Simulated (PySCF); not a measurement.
## Dipole moment and polarisability of m-toluidine

m-toluidine, C₇H₉N.
Geometry (PBE0-D3(BJ)/def2-SVP, Å), atoms numbered from 1 in this order:
```xyz
17
C7H9N angstrom
C      2.312   -1.020   -0.326
C      1.030   -0.279   -0.074
C      1.042    1.083    0.251
C     -0.160    1.759    0.447
C     -1.379    1.101    0.328
C     -1.415   -0.266    0.006
N     -2.617   -0.926   -0.159
C     -0.196   -0.936   -0.189
H      2.582   -0.986   -1.395
H      3.149   -0.579    0.235
H      2.231   -2.080   -0.044
H      1.994    1.611    0.351
H     -0.150    2.821    0.704
H     -2.316    1.644    0.484
H     -3.422   -0.510    0.291
H     -2.590   -1.933   -0.075
H     -0.212   -2.001   -0.440
```

Level: PBE0/def2-SVPD (PySCF), static field, nuclei fixed, core orbitals frozen in the response. The polarisability tensor in these axes (au):

```
x   118.84   1.82  -2.30
y     1.82  99.13  10.21
z    -2.30  10.21  59.42
```

Problem. Give the principal values, the mean and the anisotropy Δα = √{½[(α1 − α2)² + (α2 − α3)² + (α1 − α3)²]}.

Solution. Principal values 56.83, 101.51 and 119.04 au; mean 92.46 au = 13.70 Å³ = 15.24 × 10⁻⁴⁰ C²·m²/J; Δα = 55.56 au (60 % of the mean).

Problem. What is the dipole moment, and where does it point?

Solution. (-0.94, -1.05, 0.62) D, 1.54 D in size, pointing from the negative to the positive side. Measured along this direction, the outermost atoms are H12 at the negative end and H16 at the positive end.

Problem. Find the Langevin capture rate constant for NO+ (29.998 u) meeting this molecule (107.073 u), k = 2.342 × 10⁻⁹ cm³/s × √(α in Å³ / reduced mass in u).

Solution. The reduced mass is 23.43 u, so k = 1.79 × 10⁻⁹ cm³/s. The formula leaves out the permanent dipole, which adds to the capture rate.

Problem. Along which axes do the principal values lie, and how far do the nuclei extend along each?

Solution. Largest value along (1.00, 0.08, -0.03), where the nuclei span 6.54 Å; middle along (-0.07, 0.97, 0.24), 5.09 Å; least along (0.04, -0.24, 0.97), 1.56 Å. The response follows the extents in order.

Problem. Rayleigh depolarisation ratio (linearly polarised light, static tensor)?

Solution. ρ = 3Δα²/(45ᾱ² + 4Δα²) = 9259.9/(384710 + 12346.5) = 0.0233.

Geometry: PBE0-D3(BJ)/def2-SVP; no solvent, vibrations or thermal averaging.
